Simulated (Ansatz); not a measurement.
A structure relaxed at r2SCAN-D4/def2-TZVP in Ansatz, charge 0, singlet:

```xyz
3

Pd    0.382    0.612   -0.709
Br    1.208   -0.045    1.335
Br   -1.591   -0.568   -0.626
```

(1) Give its formula and point group.

(2) Summarise the bond lengths by kind (pairs closer than 1.2 times the sum of covalent radii, bridged metal pairs left out).

Answers

(1) PdBr₂ (the lowest singlet isomer of a short search). Point group C2v (tolerance 0.1 Å).

(2) 2 × Br–Pd 2.30 Å. The metal has 2 neighbours: Br 2.30 Å, Br 2.30 Å.

In the def2 sets Pd takes a core potential; there is no spin–orbit coupling. At r2SCAN-D4/def2-TZVP a triplet of charge 0 lies 0.19 eV below the restricted singlet, each at its own geometry. The structure comes from a short search, and lower isomers may exist.
